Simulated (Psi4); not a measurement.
Rh (SMILES [Rh]), quartet (all electrons, no relativity). Base run: SVWN/3-21G (Psi4).

The Psi4 input:
```
memory 2 GB

molecule {
0 4
Rh    0.00000000    0.00000000    0.00000000
}

set {
  basis 3-21g
  reference uks
  scf_type pk
}

energy('svwn')
print_variables()
```

The base run was repeated with changes; each row names its change, and settings that it needs were set with it.

| change | ΔE vs base (mEh) | SCF cycles | grid points | basis functions | outcome |
|---|---|---|---|---|---|
| base | 0.000 | 25 | 21738 | 39 | converged |
| e_convergence = 1e-8 | 0.000 | 25 | 21738 | 39 | converged |
| soscf = true | 28.765 | 24 | 21738 | 39 | another SCF solution |
| dft_spherical_points = 110 | 0.014 | 28 | 7920 | 39 | converged |
| dft_basis_tolerance = 1e-8 | 0.000 | 25 | 21134 | 39 | converged |
| guess = sap | 0.000 | 14 | 21738 | 39 | converged |
| d_convergence = 1e-8 | 0.000 | 27 | 21738 | 39 | converged |
| damping_percentage = 50 | -0.001 | 77 | 21738 | 39 | converged |
| level_shift = 0.3 | 0.000 | 11 | 21738 | 39 | converged |
| level_shift = 1.0 | 0.000 | 30 | 21738 | 39 | converged |
| dft_pruning_scheme = robust | 0.000 | 25 | 21738 | 39 | converged |
| dft_radial_scheme = mura | 0.028 | 23 | 22040 | 39 | converged |

A guess, shift, damping, solver or small numerical setting can't move a converged solution much, so rows marked as another SCF solution ended in a different state.

Open shells are given as the SCF converged; they aren't shown to be the lowest states, and a large step between rows can be another state.
